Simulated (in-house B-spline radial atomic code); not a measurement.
What moves the levels of Mn ([Ar] 3d5 4s2)? Level of theory: Dirac-Hartree-Fock, average of the jj configuration, Fermi nucleus of rms radius 3.712 fm; calculated with a radial B-spline atomic code at the basis-set limit.

Baseline run (computed): total energy -1157.3518 hartree, 1s1/2 at -242.6316 hartree, 4s1/2 at -6.9114 eV with <r> = 3.319 bohr.

Changing the nucleus:

```json
{"nucleus": "Fermi nucleus of rms radius 3.7026 fm, A = 51", "ΔE (eV)": "-0.000462"}
{"nucleus": "Fermi nucleus of rms radius 3.6706 fm, A = 52", "ΔE (eV)": "-0.00203"}
{"nucleus": "Fermi nucleus of rms radius 3.6662 fm, A = 53", "ΔE (eV)": "-0.00224"}
{"nucleus": "Fermi nucleus of rms radius 3.6834 fm, A = 54", "ΔE (eV)": "-0.0014"}
{"nucleus": "Fermi nucleus of rms radius 3.7057 fm, A = 55", "ΔE (eV)": "-0.00031"}
```

A larger nucleus binds the electrons less, roughly as the density at the nucleus times the change of the nuclear <r²>. The reference is A = 50.
